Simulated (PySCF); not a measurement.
CH3BrCdS. Atoms are numbered in the order given.

```xyz
7

Cd     0.1819    -0.1823     0.0000
Br    -0.1698     2.2323     0.0000
S      0.5483    -2.5150     0.0000
C     -1.1720    -3.1814     0.0000
H     -1.7302    -2.8870     0.8992
H     -1.0676    -4.2759     0.0000
H     -1.7302    -2.8870    -0.8992
```
Charge 0, spin multiplicity 1.

Geometry: B3LYP-D3(BJ)/def2-SVP. The structure was generated by enumeration; whether it is a known compound was not checked. The def2 effective core potentials stand for the cores of Cd; spin–orbit coupling is left out. Other conformers were not sampled.

Computed with TDDFT-PBE/def2-SVPD (PySCF).

Vertical excitations.  State labels are in the subgroup Cs.

```json
[
 {"state": "S1", "symmetry": "A\"", "energy (eV)": "3.24", "λ (nm)": "382", "f": "0.004", "main pairs": "HOMO→LUMO 100 %"},
 {"state": "S2", "symmetry": "A\"", "energy (eV)": "4.17", "λ (nm)": "297", "f": "0.000", "main pairs": "HOMO→LUMO+1 100 %"},
 {"state": "S3", "symmetry": "A'", "energy (eV)": "4.36", "λ (nm)": "284", "f": "0.011", "main pairs": "HOMO−1→LUMO 98 %"},
 {"state": "S4", "symmetry": "A\"", "energy (eV)": "4.38", "λ (nm)": "283", "f": "0.013", "main pairs": "HOMO−2→LUMO 100 %"},
 {"state": "S5", "symmetry": "A'", "energy (eV)": "4.68", "λ (nm)": "265", "f": "0.014", "main pairs": "HOMO→LUMO+2 67 %, HOMO−3→LUMO 33 %"},
 {"state": "S6", "symmetry": "A\"", "energy (eV)": "5.28", "λ (nm)": "235", "f": "0.000", "main pairs": "HOMO−2→LUMO+1 100 %"},
 {"state": "S7", "symmetry": "A'", "energy (eV)": "5.31", "λ (nm)": "234", "f": "0.046", "main pairs": "HOMO−1→LUMO+1 74 %, HOMO−3→LUMO 13 %"},
 {"state": "S8", "symmetry": "A'", "energy (eV)": "5.57", "λ (nm)": "223", "f": "0.210", "main pairs": "HOMO−3→LUMO+1 52 %, HOMO−3→LUMO 19 %, HOMO−1→LUMO+1 9 %, HOMO→LUMO+2 8 %"},
 {"state": "S9", "symmetry": "A'", "energy (eV)": "5.63", "λ (nm)": "220", "f": "0.238", "main pairs": "HOMO−3→LUMO+1 45 %, HOMO−3→LUMO 24 %, HOMO→LUMO+2 13 %, HOMO−1→LUMO+1 8 %"},
 {"state": "S10", "symmetry": "A\"", "energy (eV)": "5.79", "λ (nm)": "214", "f": "0.000", "main pairs": "HOMO−1→LUMO+2 99 %"},
 {"state": "T1", "symmetry": "A\"", "energy (eV)": "2.91", "λ (nm)": "426", "f": "0", "main pairs": "HOMO→LUMO 100 %"},
 {"state": "T2", "symmetry": "A\"", "energy (eV)": "4.02", "λ (nm)": "309", "f": "0", "main pairs": "HOMO→LUMO+1 99 %"},
 {"state": "T3", "symmetry": "A'", "energy (eV)": "4.04", "λ (nm)": "307", "f": "0", "main pairs": "HOMO−1→LUMO 66 %, HOMO−3→LUMO 32 %"},
 {"state": "T4", "symmetry": "A\"", "energy (eV)": "4.08", "λ (nm)": "304", "f": "0", "main pairs": "HOMO−2→LUMO 100 %"}
]
```
Triplets are in the Tamm–Dancoff approximation, which puts them higher than full response would, so one can lie above its singlet here.
